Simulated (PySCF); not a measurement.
Cartesian coordinates (Å):
```xyz
3

Cd     0.0000     0.0000     0.0000
F      0.2644    -1.2647    -1.4155
F     -0.2644     1.2647     1.4155
```
Charge 0, spin multiplicity 1.

What dipole moment, total energy, charge on the central atom (Mulliken), HOMO–LUMO gap, HOMO and LUMO does PBE-D3(BJ)/def2-TZVP // r2SCAN-D4/def2-SVP in PySCF give?


| Property | Result |
|---|---|
| dipole moment | 0.00 D |
| total energy | -9997.16 eV |
| charge on the central atom (Mulliken) | 0.99 e |
| HOMO–LUMO gap | 4.82 eV |
| HOMO | -8.16 eV |
| LUMO | -3.34 eV |
